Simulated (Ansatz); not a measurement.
Relaxation of CH9GeNOSi (14 atoms, charge 0, multiplicity 1), to a largest force component of 0.015 eV/Å in at most 40 steps.

Level of theory: Ansatz 0.2.0, RKS PBE/def2-SVP.

```xyz
14
Properties=species:S:1:pos:R:3
N -1.381 0.646 0.405
C -0.129 0.028 0.408
Ge 0.988 0.954 1.669
O 0.561 0.111 -0.867
Si 0.009 -1.253 -1.864
H -2.101 0.113 -0.144
H -1.314 1.601 -0.115
H -0.191 -0.993 0.792
H 0.374 0.923 3.131
H 1.200 2.429 1.265
H 2.394 0.255 1.748
H 0.329 -2.502 -1.141
H 0.705 -1.182 -3.128
H -1.456 -1.160 -2.130
```

Where does it end, and by what steps?

It converged. After 10 steps the energy has fallen by 0.439 eV; H13 moved furthest, 0.33 Å.

| step | energy less start (eV) | largest force component (eV/Å) | accepted |
| --- | --- | --- | --- |
| 0 | 0.0000 | 2.097 | yes |
| 1 | -0.3349 | 1.049 | yes |
| 2 | -0.4169 | 0.286 | yes |
| 3 | -0.4284 | 0.174 | yes |
| 4 | -0.4357 | 0.115 | yes |
| 5 | -0.4170 | 0.473 | no |
| 6 | -0.4378 | 0.020 | yes |
| 7 | -0.4383 | 0.024 | yes |
| 8 | -0.4388 | 0.025 | yes |
| 9 | -0.4388 | 0.029 | yes |
| 10 | -0.4390 | 0.009 | yes |

```xyz
14
Properties=species:S:1:pos:R:3
N -1.480 0.751 0.475
C -0.242 0.038 0.482
Ge 1.060 0.974 1.675
O 0.416 -0.081 -0.807
Si 0.087 -1.318 -1.904
H -2.219 0.263 -0.049
H -1.373 1.689 0.070
H -0.430 -0.980 0.898
H 0.576 0.935 3.149
H 1.147 2.450 1.202
H 2.458 0.313 1.569
H 0.311 -2.671 -1.273
H 1.018 -1.119 -3.061
H -1.341 -1.273 -2.397
```

Whether the end is a true minimum wasn't checked by a vibrational analysis.

Time of the run: 46 s on 2 threads of Arm Neoverse V1, with other jobs on the host, peak memory 0.2 GiB.
